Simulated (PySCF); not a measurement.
Computed shifts of a molecule C10H8S, PBE/pcSseg-1 run with PySCF, GIAO, gas phase, equivalent atoms averaged, in ppm (number of nuclei): ¹³C: 153.6 (1), 138.7 (1), 134.6 (2), 133.1 (1), 132.8 (1), 131.3 (1), 130.1 (1), 127.9 (1), 125.9 (1). ¹H: 8.02 (2), 7.83 (1), 7.62 (2), 7.45 (1), 7.34 (1), 7.26 (1). References: ¹³C against TMS (σ = 182.0 ppm); ³³S against H2S (σ = 706.5 ppm); ¹H against TMS (σ = 31.49 ppm), references at their B3LYP-D3(BJ)/def2-TZVP geometries, non-relativistic. Coordinates come from a r2SCAN-D4/def2-SVP optimisation. A frequency run showed that this geometry is not a minimum. The values are those of a single conformer.

**Question.** Pick the molecule that these values belong to.
A. C=Cc1ccc2ccsc2c1
B. C=Cc1cc2ccccc2s1
C. C=Cc1cccc2sccc12
D. c1ccc(-c2cccs2)cc1

**Answer.** D, c1ccc(-c2cccs2)cc1
